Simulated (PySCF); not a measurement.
Delta-SCF ions had no search for a lower state. Excitations are Tamm–Dancoff values on a coarser integration grid. The basis has no diffuse functions, so Rydberg states are missing or too high.

## BrCl2Ga, SMILES `[Cl][Ga]([Br])[Cl]` (charge 0, multiplicity 1)

Computed with PySCF 2.14.0 with PBE0-D3(BJ)/def2-TZVP.

| Item | Value |
|---|---|
| HOMO | -9.01 eV |
| dipole moment | 0.33 D |
| HOMO–LUMO gap | 6.97 eV |
| LUMO | -2.05 eV |
| S1 excitation (TDA) | 5.62 eV |
| S1 oscillator strength | 0.010 |
| T1 excitation (TDA) | 5.21 eV |
| S1–T1 gap (TDA) | 0.41 eV |
| vertical ionisation energy (Delta-SCF) | 11.10 eV |
| total energy | -5418.7633 Ha |
| cost | around 2.5 core-minutes (rough) |

Bonded distances (Å): Cl1–Ga2 2.115, Ga2–Cl3 2.115, Ga2–Br4 2.255. Angles (°): Cl1–Ga2–Cl3 119.2, Cl1–Ga2–Br4 120.4, Cl3–Ga2–Br4 120.4.
Charge 0, spin multiplicity 1.
